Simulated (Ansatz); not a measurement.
Geometry optimisation, RKS PBE0-D4/STO-3G in Ansatz 0.2.0.

Input:

```yaml
crystal:
  periodic: [false, false, false]
  atoms:
    - { symbol: F, position_ang: [-1.2924, 0.6419, 1.038] }
    - { symbol: C, position_ang: [-0.1788, 0.0913, 0.6273] }
    - { symbol: Si, position_ang: [-0.6229, -1.3054, -0.5277] }
    - { symbol: C, position_ang: [0.8267, 1.1447, 0.0067] }
    - { symbol: F, position_ang: [0.1586, 1.7194, -1.0766] }
    - { symbol: Cl, position_ang: [1.1819, 2.4146, 1.1883] }
    - { symbol: H, position_ang: [0.3164, -0.3172, 1.534] }
    - { symbol: H, position_ang: [-1.356, -2.332, 0.1714] }
    - { symbol: H, position_ang: [-1.3199, -0.846, -1.6848] }
    - { symbol: H, position_ang: [0.672, -1.9566, -0.9394] }
    - { symbol: H, position_ang: [1.6798, 0.6883, -0.3166] }
basis:
  gaussian: { orbitals: STO-3G }
hamiltonian:
  xc: pbe0
  dispersion: d4
relax:
  f_tol: 0.015
  max_steps: 40
```

Command:

```bash
$ ansatz run input.yaml --threads 1 --pin off --max-ram 2048MiB --backend cpu --events-out ev --progress --plain --runs-dir out
```

Task: Where does it end, and by what steps?

Result: The run converged. The force dipped under the threshold on the way, but the program's further checks kept it going. Limits of this set-up: minimal basis. After 11 steps the energy has fallen by 0.866 eV; F5 moved furthest, 0.22 Å.

```
step  energy less start (eV)  largest force component (eV/Å)  accepted
   0                  0.0000                           5.444       yes
   1                 -0.7802                           1.247       yes
   2                 -0.8521                           0.751       yes
   3                 -0.8621                           0.124       yes
   4                 -0.8637                           0.033       yes
   5                 -0.8646                           0.038       yes
   6                 -0.8579                           0.318        no
   7                 -0.8655                           0.016       yes
   8                 -0.8660                           0.048       yes
   9                 -0.8661                           0.018       yes
  10                 -0.8663                           0.014       yes
  11                 -0.8664                           0.015       yes
```

```xyz
11
Properties=species:S:1:pos:R:3
F -1.333 0.715 1.178
C -0.195 0.072 0.672
Si -0.613 -1.337 -0.558
C 0.777 1.113 -0.021
F 0.289 1.600 -1.210
Cl 1.068 2.535 1.167
H 0.399 -0.352 1.515
H -1.347 -2.362 0.144
H -1.398 -0.819 -1.650
H 0.629 -1.879 -1.056
H 1.789 0.657 -0.160
```

Whether the end is a true minimum wasn't checked by a vibrational analysis.

The run took 42 s on 1 thread of Arm Neoverse V1 (shared host), peak memory 0.15 GiB.
